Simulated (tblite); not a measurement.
C₆H₁₈NSi (SMILES CC(C)[NH+]([SiH3])C(C)C), charge +1, singlet, geometry from GFN2-xTB; GFN1-xTB (tblite).

tblite was given this input:
```
$ tblite run mol.xyz --method gfn1 --charge 1 --spin 0 --etemp 2000 --json tblite.json --no-restart

# file mol.xyz
26

C     -2.44158447    -0.47259998    -0.84144908
C     -1.38377505     0.42128854    -0.20783463
C     -1.73863077     0.73716648     1.23735969
N     -0.03310401    -0.22980527    -0.36168150
Si     0.45371572    -1.41503465     1.02917220
C      1.01927492     0.72867460    -0.84438929
C      2.24028155    -0.02599562    -1.35083361
C      1.41401906     1.74508257     0.21320984
H     -2.51594642    -1.42669558    -0.32556153
H     -2.22926365    -0.65454190    -1.89371515
H     -3.41231782     0.01209833    -0.78351925
H     -1.34826911     1.36166465    -0.76867485
H     -0.96095528     1.30642068     1.73599187
H     -1.94130553    -0.16588165     1.80803622
H     -2.64395264     1.33976029     1.24706630
H     -0.15384152    -0.86414291    -1.15599135
H      0.78441183    -0.58117691     2.16992428
H      1.55508762    -2.16694785     0.44665064
H     -0.74176644    -2.23455858     1.16638405
H      0.57543820     1.26319539    -1.69410042
H      2.83759342    -0.41669568    -0.53146549
H      2.86826675     0.65667093    -1.91753761
H      1.96260827    -0.84267222    -2.01428777
H      2.15213112     2.41998132    -0.21254861
H      0.56953383     2.34730385     0.53387949
H      1.86474402     1.26364066     1.07645148
```

The log (banner, timings and long lists left out):

```
xTB calculator
 | screened Coulomb repulsion
 | Coulomb electrostatics
 |  * isotropic Klopman-Ohno-Mataga-Nishimoto electrostatics
 |  * onsite third-order electrostatics
 | DFT-D3(BJ) dispersion correction

halogen bonding energy    0.0000000000000E+00 Eh
repulsion energy          3.5085328240340E-01 Eh
dispersion energy        -1.3378942483127E-02 Eh
number of electrons       5.0000000000000E+01 e
integral cutoff           2.8146159136829E+01 bohr

------------------------------------------------------------
  cycle        total energy    energy error   density error
------------------------------------------------------------
      1     -27.01573207790  -2.7353206E+01   5.2389152E-01
      2     -27.06363543079  -4.7903353E-02   3.0206243E-01
      3     -27.06358758433   4.7846455E-05   3.7401828E-02
      4     -27.06457410521  -9.8652087E-04   5.1126040E-03
      5     -27.06477288629  -1.9878108E-04   2.1085511E-03
      6     -27.06478279071  -9.9044161E-06   3.2254143E-04
      7     -27.06478290084  -1.1012981E-07   7.4608261E-05
      8     -27.06478290835  -7.5180679E-09   1.4998764E-05
------------------------------------------------------------

electronic energy        -2.7402257248275E+01 Eh
total energy             -2.7064782908355E+01 Eh

Post processing:
 | Mayer-Wiberg bond orders

[Info] JSON dump of results written to 'tblite.json'
```
